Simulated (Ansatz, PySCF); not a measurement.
WOCl3, SMILES [Cl][W]([Cl])([Cl])=[O] (connectivity only; charge and spin as stated), neutral, multiplicity 2. Atoms are numbered in the order given.

```xyz
5

W      0.0319     0.1858     0.0000
O     -0.1948     1.8600     0.0000
Cl     2.1734    -0.6201     0.0000
Cl    -1.2324    -0.6807    -1.7067
Cl    -1.2324    -0.6807     1.7067
```
Charge 0, spin multiplicity 2.

Geometry optimised at B3LYP-D3(BJ)/def2-SVP. The spin state was assumed, not searched. The isomer is the one that the SMILES or the coordinates give; other isomers of the formula were not compared. The def2 effective core potentials stand for the cores of W; spin–orbit coupling is left out.

Two levels are set side by side: PBE-D3(BJ)/def2-SVP (Ansatz, a program for electronic structure) and B3LYP-D3(BJ)/def2-SVP (Ansatz). Each level has its own optimised geometry; the coordinates shown are those of the second. Frequencies come from the Hessian of PySCF at each geometry. Differences are taken from unrounded values.

| quantity | B3LYP-D3(BJ) |
|---|---|
| mean bond length (Å) | 2.141 |
| bond W1–O2 (Å) | 1.689 |
| bond W1–Cl3 (Å) | 2.288 |
| bond W1–Cl4 (Å) | 2.294 |
| bond W1–Cl5 (Å) | 2.294 |
| highest harmonic wavenumber (cm⁻¹) | 1040 |
| mean harmonic wavenumber (cm⁻¹) | 316 |
| zero-point energy (kcal/mol) | 4.07 |

Q: What does PBE-D3(BJ) give, and how far is it from B3LYP-D3(BJ)? (Estimate from the structure and the level; the computed values follow.)

A: 
| quantity | PBE-D3(BJ) | PBE-D3(BJ) minus B3LYP-D3(BJ) |
|---|---|---|
| mean bond length (Å) | 2.142 | 0.001 |
| bond W1–O2 (Å) | 1.700 | 0.011 |
| bond W1–Cl3 (Å) | 2.285 | -0.003 |
| bond W1–Cl4 (Å) | 2.292 | -0.002 |
| bond W1–Cl5 (Å) | 2.292 | -0.002 |
| highest harmonic wavenumber (cm⁻¹) | 1004 | -37 |
| mean harmonic wavenumber (cm⁻¹) | 309 | -7 |
| zero-point energy (kcal/mol) | 3.98 | -0.09 |
